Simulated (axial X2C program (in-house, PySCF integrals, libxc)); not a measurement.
## ClTbCl⁺: a free-ion multiplet in an axial field

Calculated with an in-house all-electron X2C program for linear molecules (integrals from PySCF): two-component X2C with atomic mean-field Coulomb and Gaunt terms, basis Cl dyall-v3z, Tb dyall-v3z (cores contracted in-house). Orbitals come from Hartree–Fock averaged over the configuration Tb f8 s0; CI then distributes these electrons over the f, s shells of Tb.

Cl–Tb–Cl held linear, both bonds 2.457 Å.

Which level do Hund's rules give for f8, how many Ω levels does it split into, and what is its Landé factor?

S = 3, L = 3, J = 6 (7F6). It gives Ω = 0 to 6, 7 levels. gJ = 3/2 + [S(S+1) − L(L+1)]/[2J(J+1)] = 1.500, so g∥ = 2gJΩ.

The computed levels compare thus:

```
Ω  energy (cm⁻¹)  g∥ computed   2gJΩ
6              0        17.95  18.00
5            411        14.43  15.00
4            838        10.96  12.00
3           1279         7.56   9.00
2           1727         4.32   6.00
1           2140         1.56   3.00
0           2347         0.00   0.00
```

The 7 lowest levels are just these Ω; they span 2347 cm⁻¹, the lowest has Ω = 6, and the next level lies at 2602 cm⁻¹. Departures of g∥ from 2gJΩ come from intermediate coupling and from mixing with the higher-lying level J − 1 of the term. The computed g∥ is the magnitude of 2⟨Lz + ge Sz⟩.

Dynamic correlation is missing, so gaps between terms are too wide and other configurations may lie lower; the lowest level listed is that of this model, not necessarily the ground state. At most 4 roots were kept for each Ω > 0 (twice that for Ω = 0) within 2.2 eV of the lowest, so higher up levels can be missing between those listed; levels with Ω > 0 are doubly degenerate and listed once, Ω = 0 levels singly. States that fill the shells left empty in the average are placed too high. The molecule was held linear; bending was not examined.
